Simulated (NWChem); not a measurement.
System: MgH₂S₂; SMILES [SH][Mg][SH]

Input file for NWChem:

```
start job
memory heap 200 mb stack 900 mb global 1100 mb
geometry units angstroms noautosym nocenter noautoz
  Mg    -0.065421    -0.217193     0.353590
  S      0.051057    -2.521357     0.395084
  H      0.968559    -2.568318    -0.598682
  S     -0.164368     2.088338     0.369093
  H     -1.142428     2.129154    -0.565219
end
basis spherical
  Mg library def2-svp
  S library def2-svp
  H library def2-svp
end
dft
  xc hfexch
  iterations 150
end
property
  efieldgrad
end
task dft property
```

Parts of the log:

```
             Northwest Computational Chemistry Package (NWChem) 7.3.0
             --------------------------------------------------------

                             Geometry "geometry" -> ""
                             -------------------------

 Output coordinates in angstroms (scale by  1.889725989 to convert to a.u.)

  No.       Tag          Charge          X              Y              Z
 ---- ---------------- ---------- -------------- -------------- --------------
    1 Mg                  12.0000    -0.06542100    -0.21719300     0.35359000
    2 S                   16.0000     0.05105700    -2.52135700     0.39508400
    3 H                    1.0000     0.96855900    -2.56831800    -0.59868200
    4 S                   16.0000    -0.16436800     2.08833800     0.36909300
    5 H                    1.0000    -1.14242800     2.12915400    -0.56521900

 Effective nuclear repulsion energy (a.u.)     138.1264356574

  xc_inp: hfexch multiplicative factor not found.
                              NWChem Property Module
                              ----------------------

  itol2e modified to match energy
  convergence criterion.

                                 NWChem DFT Module
                                 -----------------

 Summary of "ao basis" -> "ao basis" (spherical)
 ------------------------------------------------------------------------------
       Tag                 Description            Shells   Functions and Types
 ---------------- ------------------------------  ------  ---------------------
 Mg                         def2-svp                 8       18   4s3p1d
 S                          def2-svp                 8       18   4s3p1d
 H                          def2-svp                 3        5   2s1p

  itol2e modified to match energy
  convergence criterion.

[...]

          -----------------------
          Electric field gradient
          -----------------------

 1 a.u. = 0.324123 10**(16) esu/cm**3  ( or statvolts/cm**2 ) = 0.97174 10**(22) v/m**2

 ------------------------------------------------------------
   Atom      X         Y         Z
 ------------------------------------------------------------
    1 Mg  -0.12363  -0.41044   0.66819
 ------------------------------------------------------------

 Electric field gradient in molecular frame (a.u.)
         XX             YY             ZZ             XY             XZ             YZ
 ------------------------------------------------------------------------------------------
       -0.414617       0.835774      -0.421156      -0.066493       0.000321      -0.006778

 Principal components (a.u.) and orientation
 of principal axis w.r.t. absolute frame                      Asymmetry parameter eta
 --------------------------------------------------------------------------------------
        0.839336      -0.421193      -0.418143                       0.003634

       -0.052953       0.012239       0.998522
        0.998583       0.006039       0.052882
       -0.005383       0.999907      -0.012542

 ------------------------------------------------------------
   Atom      X         Y         Z
 ------------------------------------------------------------
    2 S    0.09648  -4.76467   0.74660
 ------------------------------------------------------------

 Electric field gradient in molecular frame (a.u.)
         XX             YY             ZZ             XY             XZ             YZ
 ------------------------------------------------------------------------------------------
       -0.061319       0.350288      -0.288969       0.289037       1.583732      -0.220622

 Principal components (a.u.) and orientation
 of principal axis w.r.t. absolute frame                      Asymmetry parameter eta
 --------------------------------------------------------------------------------------
       -1.822127       1.416334       0.405793                       0.554594

       -0.674449       0.735274       0.067016
        0.162869       0.059632       0.984844
        0.720134       0.675142      -0.159972

 ------------------------------------------------------------
   Atom      X         Y         Z
 ------------------------------------------------------------
    3 H    1.83031  -4.85342  -1.13134
 ------------------------------------------------------------

 Electric field gradient in molecular frame (a.u.)
         XX             YY             ZZ             XY             XZ             YZ
 ------------------------------------------------------------------------------------------
       -0.041375       0.112916      -0.071541       0.009729       0.188271      -0.009010

 Principal components (a.u.) and orientation
 of principal axis w.r.t. absolute frame                      Asymmetry parameter eta
 --------------------------------------------------------------------------------------
       -0.245820       0.132472       0.113347                       0.077802

       -0.677900       0.735002      -0.014960
        0.036826       0.054274       0.997847
        0.734231       0.675889      -0.063860

 ------------------------------------------------------------
   Atom      X         Y         Z
 ------------------------------------------------------------
    4 S   -0.31061   3.94639   0.69748
 ------------------------------------------------------------

[...]
```

Level: Hartree-Fock/def2-SVP. All runs use the structure optimised with PBE0/def2-SVP. NWChem prints the field gradient with the sign opposite to the second derivative of the potential.
